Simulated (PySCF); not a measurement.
**Electron correlation in C⁺ (carbon, charge +1)**

[He] 2s2 3d1, 2D determinant (an excited configuration). Calculation: PySCF 2.14, in aug-cc-pwCVTZ; the non-relativistic Hamiltonian (point nucleus). Frozen: nothing; 5 electrons correlated.

```json
{"level": "CCSD", "correlation energy (mhartree)": "-120.27"}
{"level": "(T)", "correlation energy (mhartree)": "-2.07"}
{"level": "CCSD(T)", "correlation energy (mhartree)": "-122.34"}
```

Diagnostics: T1 = 0.0064, D1 = 0.0145, largest double amplitude 0.152.

Question: Is a single reference adequate?

Answer: Not fully. The outer electron is Rydberg-like, and this basis confines it to a smaller radius and binds it less than a complete one would. A double-excitation amplitude exceeds 0.15, a sign of near-degeneracy.
